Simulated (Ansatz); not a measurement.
Ideal-gas functions of `[CH2]1[NH][SnH2]1` at 298.15 K and 1 bar, from an Ansatz frequency run at PBE0-D4/def2-TZVP.

Molar mass 149.77 g/mol, point group C1 (symmetry number 1), electronic degeneracy 1, moments of inertia 23.626, 150.505, 162.236 u Å². Harmonic wavenumbers (cm⁻¹, unscaled): 140, 163, 254, 444, 460, 530, 751, 1034, 1051, 1098, 1349, 1434, 1604, 1754, 1791, 3067, 3165, 3486.

Use S(trans) = R[1.5 ln M + 2.5 ln T − 1.1517]; rotational temperatures θ = 24.2544 K / I; S(rot) = R[ln(√π/σ · √(T³/θAθBθC)) + 1.5]; for each mode x = 1.438777 ν̃/T, S = R[x/(eˣ − 1) − ln(1 − e⁻ˣ)] and H = RT x/(eˣ − 1); 1 cm⁻¹ = 0.0119627 kJ/mol; R = 8.31446 J/(mol·K).

**Question.** By hand: the entropy, in J/(mol·K).

**Answer.** Translation 171.3. Rotation: θ = 1.0266, 0.1612, 0.1495 K, giving 103.7. Vibration, mode by mode: 11.73, 10.52, 7.12, 3.41, 3.21, 2.46, 1.05, 0.34, 0.32, 0.26, 0.09, 0.07, 0.03, 0.02, 0.01, 0.00, 0.00, 0.00, in all 40.6. Electronic 0.0. Sum 315.6 J/(mol·K).

**Question.** By hand: H − E and G − E in kJ/mol, counted from the electronic energy.

**Answer.** Zero-point energy ½ × 23575 × 0.0119627 = 141.0; thermal vibration 7.1; translation, rotation and pV give 4 RT = 9.9. H − E = 158.0 kJ/mol, and G − E = 158.0 − 298.15 × 315.6/1000 = 63.9 kJ/mol.

Vibration gives 13 % of the entropy, 11.7 J/(mol·K) of it from the mode under 150 cm⁻¹: soft modes count most, and the harmonic formula is weakest for them. The sum counts one conformer and one mirror image; others add a mixing term.
